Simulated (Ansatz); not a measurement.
One change: `[AlH2][NH][SiH2]Br` becomes `[AlH2][NH][SiH2][SiH3]`.

Ansatz, PBE0-D4/def2-TZVP geometries, multiplicity 1. Each molecule was computed in one conformer, which needn't be the lowest.

Scalar relativity is left out up to krypton.

```csv
property,`[AlH2][NH][SiH2]Br`
HOMO energy (PBE/def2-TZVPP) / eV,-6.85
LUMO energy (PBE0/def2-TZVPP) / eV,-1.20
HOMO energy (B3LYP/def2-TZVPP) / eV,-7.86
size of the dipole moment (PBE/def2-TZVPP) / D,1.89
LUMO energy (ωB97M-V/def2-TZVPP) / eV,0.39
HOMO–LUMO gap (ωB97M-V/def2-TZVPP) / eV,10.74
```

(1) Give the same properties after the change, and the shifts. (Estimate.)

Results:

(1) Ansatz gave: 
```json
{"property": "HOMO energy (PBE/def2-TZVPP) / eV", "`[AlH2][NH][SiH2][SiH3]`": "-6.22", "shift": "0.63"}
{"property": "LUMO energy (PBE0/def2-TZVPP) / eV", "`[AlH2][NH][SiH2][SiH3]`": "-1.01", "shift": "0.19"}
{"property": "HOMO energy (B3LYP/def2-TZVPP) / eV", "`[AlH2][NH][SiH2][SiH3]`": "-7.16", "shift": "0.70"}
{"property": "size of the dipole moment (PBE/def2-TZVPP) / D", "`[AlH2][NH][SiH2][SiH3]`": "0.87", "shift": "-1.02"}
{"property": "LUMO energy (ωB97M-V/def2-TZVPP) / eV", "`[AlH2][NH][SiH2][SiH3]`": "0.57", "shift": "0.18"}
{"property": "HOMO–LUMO gap (ωB97M-V/def2-TZVPP) / eV", "`[AlH2][NH][SiH2][SiH3]`": "10.03", "shift": "-0.71"}
```

With PBE0 the HOMO rises by 0.77 eV and the LUMO rises by 0.19 eV, so the gap narrows by about 0.58 eV. PBE moves the HOMO by 0.63 eV and ωB97M-V by 0.89 eV. Dipoles are sizes alone; their direction can turn.

B3LYP here is the variant with VWN-RPA as its local correlation; programs differ in this.

Spin–orbit coupling is left out; it splits and shifts lone-pair levels of the heavy atoms by tenths of an eV.
